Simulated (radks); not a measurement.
Results of a calculation; reference values are marked as such.
How relativity changes the ionisation of the tungsten ion W3+ ([Xe] 4f14 5d3) to W4+ ([Xe] 4f14 5d2). Spin-unpolarised spherical Kohn-Sham, BLYP, point nucleus unless stated (finite: rms radius 5.3658 fm), a radial shooting solver on a logarithmic mesh with Libxc functionals. A level marked "c x" has the speed of light scaled by that factor and shares open shells by 2j + 1; other Dirac levels either fill j = l - 1/2 first or share by 2j + 1.

level	E(W3+) (hartree)	E(W4+) (hartree)	IE (eV)	HOMO	<r> HOMO (bohr)
non-rel.	-15290.2266	-15288.8256	38.123	5d	1.736
scalar-rel.	-16141.6292	-16140.2632	37.170	5d	1.766
scalar-rel., finite nucleus	-16139.1018	-16137.7358	37.171	5d	1.766
Dirac, 2j+1 shares	-16165.0009	-16163.6358	37.146	5d5/2	1.787
Dirac, low j first	-16165.0635	-16163.6831	37.562	5d3/2	1.746
Dirac, 2j+1 shares, finite nucleus	-16162.4501	-16161.0849	37.147	5d5/2	1.787
Dirac, c x 0.85	-16591.0107	-16589.6585	36.795	5d5/2	1.808
Dirac, c x 1.25	-15817.5325	-15816.1548	37.490	5d5/2	1.768
Dirac, c x 1.5	-15645.5454	-15644.1607	37.681	5d5/2	1.758

NIST Atomic Spectra Database: 38.2 eV (semi-empirical). The relativistic part of the total energy of W3+ is -872.2 hartree (Dirac, 2j+1 shares, finite nucleus), 5.7 % of the non-relativistic value. Spin polarisation and multiplet splitting of open shells are left out at every level.

Beside tabulated values, note that relativity, absent from the non-relativistic runs, is large for the heavy elements, and spin-unpolarised runs miss the spin-polarisation part of the exchange energy of open shells.
